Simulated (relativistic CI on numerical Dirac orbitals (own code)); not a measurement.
Computed by Dirac-Coulomb-Breit CI, separate exchange-only KLI orbitals for each configuration, model QED, unscaled Slater integrals (own radial code, finite nucleus).

The strongest absorption lines from the ground level of an ion, among the configurations computed and to levels below about 338 eV (vacuum wavelength in nm, gf): 4.5995 (0.14), 5.0411 (0.39), 7.6946 (7.5), 7.7808 (2.2), 7.9827 (1.9), 8.0986 (0.021), 9.9110 (0.023), 10.500 (0.0026).

Task: Which ion is it?
A. Nd¹⁶⁺
B. Gd¹⁸⁺
C. Ba¹⁰⁺
D. Nd¹⁴⁺

Result: D. Nd¹⁴⁺ has 46 electrons and the ground level 4s2.4p6.4d10 1S_0; the strongest line goes to 4s2.4p6.4d9.4f 1P°_1. The pattern of lines fixes the number of electrons, and along that sequence the line energies rise steadily with the charge (about as its square where n changes within one kind of shell, about linearly where n is kept but much faster in heavy ions where fine structure, which grows about as Z⁴, sets the gap, and irregularly where shells cross), which fixes Z. Configurations outside the model, such as inner-shell arrays, can give stronger lines. At this charge energies of transitions that change n are usually good to better than 1 %, and those within a shell (Δn = 0) to a few per cent. Levels and lines within the n = 5 or 6 shells can be off by up to 10 % or somewhat more, and those that change n by about 2 %, since core polarisation is missing.

LS names give the leading component of a level, which can be under half, so a name can repeat, a term be missing and a line seem to break the LS rules.
